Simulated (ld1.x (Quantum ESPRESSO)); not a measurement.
Values are calculated unless marked as measured or tabulated.
**Potentials for Be (Z = 4) compared**

Generated with ld1.x 7.5 (TM, RRKJ, ultrasoft, PAW), atompaw 4.2 or ONCVPSP 4.0.1. The cutoff is in Ry: for ld1.x and atompaw files where the sum of valence levels is converged to 10 mRy in a Bessel basis, for ONCV files where the hardest occupied wave has 1 mHa per electron of residual kinetic energy. The error is the largest all-electron minus pseudo excitation energy over each file’s own four to seven test configurations (ionisations up to +4, promotions, holes and added fractions of an electron), all of which were solved. The labels leave out finer settings (local radius, basis sizes, second energies), which also bear on the numbers. Spin-polarised tests are not counted. The rows are a selection from randomly drawn settings: files with unsolved tests, undetermined cutoffs or missed reference levels are left out.

| potential | cutoff (Ry) | largest error (meV) | bound ghosts |
| --- | --- | --- | --- |
| TM semilocal, BLYP, non-relativistic, rc 2.25/3.00 (sp), local p, core correction yes, reference 2s2 2p0 | 8 | -57 | none |
| TM, LDA (PZ), non-relativistic, rc 1.85/3.75/3.55 (spd), local smoothed, core correction no, reference 2s1.5 2p0 | 10 | -55 | none |
| TM, PBE, fully relativistic, rc 1.60/2.85/2.15 (spd), local smoothed, core correction yes, reference 2s1 2p0 | 10 | +35 | none |
| PAW, PBE, scalar-relativistic, rc 1.80/4.60/3.55 (spd), local smoothed, core correction yes, reference 2s1.75 2p0 | 6 | -68 | none |
| PAW, PBE, scalar-relativistic, rc 2.45/4.45/4.65 (spd), local smoothed, core correction yes, reference 2s1 2p1 | 6 | +1.3 | none |

**Question.** Fill in the row for Be: PAW, PBEsol, non-relativistic, rc 0.75/2.85 (sp), local smoothed, core correction no, reference 1s2 2s2 2p0.

**Answer.** cutoff 140 Ry, largest error -59 meV, bound ghosts: none.
